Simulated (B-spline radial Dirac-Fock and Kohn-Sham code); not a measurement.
Method: Dirac-Fock energy differences between relaxed states, corrected for Breit and QED terms. Computed with an atomic code on a B-spline grid. K edges are those of the screened (neutral excited atom) model, which lie within a few eV to tens of eV of tabulated edges.

An X-ray tube with a strontium target emits Kα1 at 14163.5 eV and Kβ1 at 15832.3 eV. K edges of lighter neighbours: As 11864.9 eV, Se 12653.2 eV, Br 13468.5 eV, Kr 14322.4 eV, Rb 15200.7 eV.

**Question.** Which of these can serve as a Kβ filter, and which fluoresce under Kα1?

**Answer.** A Kβ filter needs its edge between the two lines: Kr, Rb. Kα1 lies above the K edges of As, Se, Br, which therefore fluoresce.
